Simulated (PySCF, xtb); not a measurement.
1,1,1,2-tetrafluoroethane (C₂H₂F₄), SMILES FCC(F)(F)F.

Harmonic wavenumbers (cm⁻¹) from GFN2-xTB (xtb 6.7.1) at its own minimum, in rising order: 70, 191, 314, 381, 470, 491, 598, 810, 915, 1073, 1087, 1112, 1182, 1200, 1297, 1399, 2964, 2969.

**Question.** What does PBE0-D3(BJ)/def2-SVP run with PySCF give at its own minimum? (The exact figures need the calculation; the answer reports its results.)

**Answer.** 105, 216, 357, 420, 544, 561, 681, 873, 990, 1174, 1230, 1248, 1336, 1342, 1470, 1481, 3087, 3158. Paired by order, the mean absolute difference is 97 cm⁻¹ and the zero-point energies are 26.5 and 29.0 kcal/mol.
